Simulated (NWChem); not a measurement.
# Ionisation of C3H2F3

```xyz
8

F     -2.6363    -0.2402     0.0000
C     -1.4299     0.3157     0.0000
C     -0.3074    -0.4971     0.0000
C      0.9830    -0.0426     0.0000
F      2.0368    -0.8204     0.0000
F      1.3110     1.2292     0.0000
H     -1.4326     1.4070     0.0000
H     -0.4456    -1.5805     0.0000
```
Charge 0, spin multiplicity 2.

All runs are NWChem calculations. All single points use one geometry, from UPBE0/def2-SVP, a minimum by its harmonic frequencies. It is one conformer; others weren't searched.

Basis set: def2-TZVP. The species with one electron less has spin multiplicity 1 and keeps the geometry of the parent. Δ marks differences of total energies (open shells unrestricted). −ε marks an orbital energy of the parent. That orbital need not have the symmetry of the hole or added electron in the Δ rows. That singlet is a closed-shell solution.

B3LYP has NWChem's definition, with VWN1-RPA local correlation. The structure started from a generated list of species. The unpaired electrons of the parent sit in orbitals of symmetry a" (Cs labels of the run); other states weren't searched. No SCF solution was tested for a lower state.

Q: One of these methods gave a first vertical ionisation energy of 7.74 eV. Which?
A) ΔB3LYP
B) −ε(alpha HOMO) of PBE
C) G0W0@PBE
D) −ε(alpha HOMO) of B3LYP

A: A, ΔB3LYP. The others give 6.95 (G0W0@PBE), 5.22 (−ε(alpha HOMO) of B3LYP), 4.08 (−ε(alpha HOMO) of PBE).
